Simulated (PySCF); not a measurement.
A structure optimised at PBE-D3(BJ)/def2-SVP, used in a PySCF frequency run:

```xyz
11

F      2.5291     0.8767     0.8849
Si     1.4076     0.3023    -0.1746
C      0.2838     1.6889    -0.8994
N     -0.9574     1.2642    -0.2246
Si    -0.7258    -0.2498     0.6133
Cl    -1.6028    -1.9371    -0.2926
H      2.1518    -0.5537    -1.1599
H      0.2238     1.6737    -2.0130
H      0.6229     2.7048    -0.5916
H     -1.8208     1.7787    -0.4227
H     -1.2369    -0.2813     2.0247
```
Charge 0, spin multiplicity 1.

Question: Write its SMILES and formula.

Answer: F[Si@@H]1CN[Si@H]1Cl, CH5ClFNSi2

Question: What are its rotational constants (standard atomic weights)?

Answer: 3.3596, 1.0766, 0.94041 GHz
